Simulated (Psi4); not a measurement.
Psi4 was given this input:
```
memory 2 GB

molecule {
0 3
  I    -0.64226172    2.80508033   -0.74452314
  Ge   -0.26333692    0.04304399   -0.11471791
  I    -1.70071416   -2.42210698   -0.27615139
  I     0.47122681    0.12487011    2.45849719
  I     2.03074494   -0.53383228   -1.36855901
}

set basis sto-3g
set reference uks
set scf_type pk

energy('b3lyp')
print_variables()
```

Question: Give the total energy at the level B3LYP/STO-3G (Psi4).

Answer: -29464.4382 Eh

Question: What is the computed number of basis functions (B3LYP/STO-3G)?

Answer: 126

Question: Estimate the nuclear repulsion energy that B3LYP/STO-3G returns for this input.

Answer: 3306.9196 Eh

Question: Estimate the <S^2> that B3LYP/STO-3G returns for this input.

Answer: 2.003

These values belong to the state on which the SCF converged, which isn't shown to be the lowest.
